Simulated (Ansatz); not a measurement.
Consider the ligand exchange at the In–C bond: `C=C[CH2][InH2]` + `[SiH3]N[SiH3]` → `[SiH3][N]([SiH3])[InH2]` + propene.

Calculated with Ansatz (gas phase, PBE0-D4/def2-TZVP geometries, no zero-point term in ΔE). CCSD(T)/CBS is the MP2 limit (def2-TZVPP, def2-QZVPP) plus CCSD(T) − MP2 in def2-TZVPP, frozen cores. This one scheme is used for every species. DFT in def2-TZVPP. HSE06 is defined as in plane-wave codes. def2 core potentials past Kr. For In outer-core shells are correlated without core-valence functions, which leaves a few kJ/mol of doubt a bond. One conformer a species, not always the lowest.

| level | ΔE (eV) |
| --- | --- |
| r2SCAN0 | -0.52 |
| HSE06 | -0.50 |
| RPA@PBE/def2-TZVPP | -0.61 |
| SCS-MP2/def2-TZVPP | -0.62 |

(1) What does CCSD(T)/CBS give? (Best estimate.)

Largest T1 diagnostic among the species: 0.015.

Answers

(1) Ansatz gave: -0.60 eV. The listed levels differ from it by 0.08, 0.10, -0.01, -0.02 eV.

Leaving LDA and LC-ωPBE aside and taking each functional with its dispersion term where it has one, the values, not all of them listed here, spread over 0.14 eV, from BHLYP-D4 to PBE-D4. LDA lies +0.08 eV from PBE without D4. In def2-TZVPP, CCSD(T) changes the Hartree–Fock value by +0.10 eV (the triples alone add +0.02 eV) and MP2 by +0.16 eV. From BLYP to BHLYP (50 % exact exchange), in def2-TZVPP and without D4, ΔE moves by −0.04 eV.
